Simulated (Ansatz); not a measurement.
Reactions of CH₆S₂Si (`CSS[SiH3]`).

Calculated with Ansatz (gas phase, PBE0-D4/def2-TZVP geometries, no zero-point term in ΔE). CCSD(T)/CBS is the MP2 limit (def2-TZVPP, def2-QZVPP) plus CCSD(T) − MP2 in def2-TZVPP, frozen cores. This one scheme is used for every species, atoms too. DFT in def2-TZVPP. B3LYP here is the variant with VWN-RPA as its local correlation; programs differ in this. Open shells (•) are unrestricted, without spin–orbit coupling. Spin–orbit coupling would lower the free atoms: a little for C, S, Si. Elements past krypton have def2 core potentials. For Ga, Sn outer-core shells are correlated without core-valence functions, so the limit isn't a true one: a few kJ/mol of doubt a bond, and 10 to 20 or more in all where bonds break to atoms. Scalar relativity is left out up to krypton. Each species was taken in one conformer, which may not be the lowest.

| reaction | CCSD(T)/CBS(def2) (kJ/mol) |
| --- | --- |
| `CSS[SiH3]` + `C[NH][SnH2][OH]` → `[OH][SnH2][NH][SiH3]` + `CSSC` | -47 |
| `CSS[SiH3]` → C• + 6 H• + 2 S• + Si• | ? |
| `CSS[SiH3]` → `CSS` + `[SiH2]` | 295 |
| `CSS[SiH3]` + `[NH2][Sn][OH]` → `[NH2][Sn][O][SiH3]` + `CSS` | -52 |
| `CSS[SiH3]` → `SC[SiH2]S` | ? |
| `CSS[SiH3]` + `[OH][GaH][SH]` → `[SiH3][O][GaH][SH]` + `CSS` | -44 |
| `CSS[SiH3]` → `CS[S]`• + `[SiH3]`• | ? |
| `CSS[SiH3]` → `C[SiH](S)S` | -151 |
| `CSS[SiH3]` + `N#CO` → `N#CO[SiH3]` + `CSS` | -32 |
| `CSS[SiH3]` → `[CH2]` (triplet) + `[SiH3]SS` | 441 |

Problem. Fill in the missing values. (Best estimate.)

Solution. The calculation gave: `CSS[SiH3]` → C• + 6 H• + 2 S• + Si•: +3191.0 kJ/mol; `CSS[SiH3]` → `SC[SiH2]S`: -27.8 kJ/mol; `CSS[SiH3]` → `CS[S]`• + `[SiH3]`•: +303.4 kJ/mol.

Largest T1 diagnostic: 0.022, for `CS[S]`•.
